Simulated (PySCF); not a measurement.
# Tl(III) with different ligands

Computed with PySCF 2.14.0, PBE0, def2-SVP on the ligands, density fitting, scalar-relativistic core potentials, no spin-orbit coupling, vacuum. The metal has def2-SVP with ECP60. Each complex is relaxed within the symmetry of a template of the same shape. Distances are means of the shortest metal–ligand contacts, charges and spins Mulliken's.

| complex | point group | M–first ligand (Å) | charge on M (e) | dipole (D) | HOMO–LUMO gap (eV) | strongest infrared band, degenerate modes summed (cm⁻¹) | unstable modes (below −25 cm⁻¹) |
| --- | --- | --- | --- | --- | --- | --- | --- |
| TlSF | C∞v | 2.250 | 0.61 | 0.85 | 4.11 | 601 | 0 |
| TlOF | C∞v | 1.894 | 0.87 | 1.53 | 4.93 | – | 0 |
| TlOCl | C∞v | 1.900 | 0.69 | 2.22 | 4.71 | 110 | 0 |

Q: What does the calculation give for TlO(OH)?

A: point group: Cs, M–first ligand (Å): 1.893, charge on M (e): 0.73, dipole (D): 3.66, HOMO–LUMO gap (eV): 5.06, unstable modes (below −25 cm⁻¹): 0.
```xyz
4

Tl   -0.0753    0.0034    0.5114
O     1.7791    0.0037    0.1331
O    -2.0382   -0.0121    1.0382
H    -2.5782    0.0941    0.2424
```

One start shape was tried for each, so a minimum needn't be the lowest isomer.
